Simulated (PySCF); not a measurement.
SMILES c1ccc(cc1SC)C=C (GFN2-xTB optimised geometry):

```
20

C     -3.431    -1.918     0.004
C     -2.117    -1.728    -0.001
C     -1.421    -0.447     0.000
C     -2.083     0.784     0.000
C     -1.363     1.961    -0.001
C      0.023     1.955    -0.001
C      0.693     0.740     0.000
S      2.454     0.578     0.000
C      3.056     2.290     0.035
C     -0.029    -0.447     0.000
H     -4.139    -1.107     0.009
H     -3.852    -2.909     0.004
H     -1.463    -2.592    -0.005
H     -3.160     0.821     0.001
H     -1.883     2.909    -0.001
H      0.556     2.892    -0.003
H      2.735     2.817    -0.859
H      4.139     2.218     0.051
H      2.707     2.788     0.935
H      0.511    -1.382     0.000
```

Level of theory: B3LYP/def2-SVP (PySCF 2.14.0).

### Question
What are the frontier orbital energies and the dipole moment?

### Answer
HOMO-2 -7.73 eV, HOMO-1 -6.41 eV, HOMO -5.71 eV, LUMO -1.07 eV, LUMO+1 -0.21 eV; dipole moment 1.38 D.

Meta-Löwdin charges at B3LYP/def2-SVP: C1 -0.22, C2 -0.09, C3 0.02, C4 -0.12, C5 -0.09, C6 -0.13, C7 -0.05, S8 0.08, C9 -0.34, C10 -0.12, H11 0.10, H12 0.11, H13 0.10, H14 0.10, H15 0.10, H16 0.10, H17 0.11, H18 0.12, H19 0.11, H20 0.10.
